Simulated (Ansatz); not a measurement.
C5H10O (SMILES C[C@H](O)C1CC1), singlet, geometry from GFN2-xTB; MP2/def2-TZVPD in Ansatz (a first-principles code).

The Ansatz input:
Ansatz 0.2 input:
```yaml
crystal:
  periodic: [false, false, false]
  atoms:
    - {symbol: C, position_ang: [1.45724373, -0.25255615, 0.90614376]}
    - {symbol: C, position_ang: [0.59141826, -0.71116871, -0.26745497]}
    - {symbol: O, position_ang: [1.20792348, -0.39135668, -1.50249860]}
    - {symbol: C, position_ang: [-0.83264871, -0.17600586, -0.25741389]}
    - {symbol: C, position_ang: [-1.58325665, 0.17250652, 0.99060810]}
    - {symbol: C, position_ang: [-1.14997039, 1.25794833, 0.05333776]}
    - {symbol: H, position_ang: [2.46958056, -0.62119412, 0.75868358]}
    - {symbol: H, position_ang: [1.07847797, -0.65114578, 1.84232622]}
    - {symbol: H, position_ang: [1.49485670, 0.83277531, 0.96925604]}
    - {symbol: H, position_ang: [0.55075442, -1.80763500, -0.26537014]}
    - {symbol: H, position_ang: [1.22810998, 0.56942344, -1.58644527]}
    - {symbol: H, position_ang: [-1.41605465, -0.62007382, -1.05682244]}
    - {symbol: H, position_ang: [-2.63180651, -0.07924519, 1.03835986]}
    - {symbol: H, position_ang: [-1.07849206, 0.09284965, 1.93986840]}
    - {symbol: H, position_ang: [-0.35575689, 1.91568648, 0.37259812]}
    - {symbol: H, position_ang: [-1.89977473, 1.75506779, -0.54379021]}
basis:
  gaussian:
    orbitals: def2-TZVPD
magnetization: {spin_polarized: false}
correlation: {method: mp2}
```

What the program printed (banner, timings and long lists left out):

```
Functional definition: HF
2181 factors; integrals over basis functions are off by at most 1.1e-3 eV
mean field evaluation 1: about -7344.3022 eV, gradient 4.5e1 eV
mean field evaluation 2: about -7344.3804 eV, gradient 4.5e1 eV
mean field evaluation 4: about -7349.4165 eV, gradient 4.9e0 eV
mean field evaluation 8: about -7349.4872 eV, gradient 3.1e-1 eV
mean field -7349.48756581 eV, -270.0886863818 hartree, gradient 1.0e-6 eV, S^2 0.000000; 0 other end points of the search recorded, 0 dependent functions left out
6 core orbitals not correlated
reference -7349.48756581 eV, -270.0886863818 hartree; 18, 18 occupied and 291, 291 virtual orbitals, 2181 factors
second order -29.33449213 eV of doubles, -0.00000000 eV of singles
Total energy: -7378.82205793 eV, -271.1667090838 hartree
```
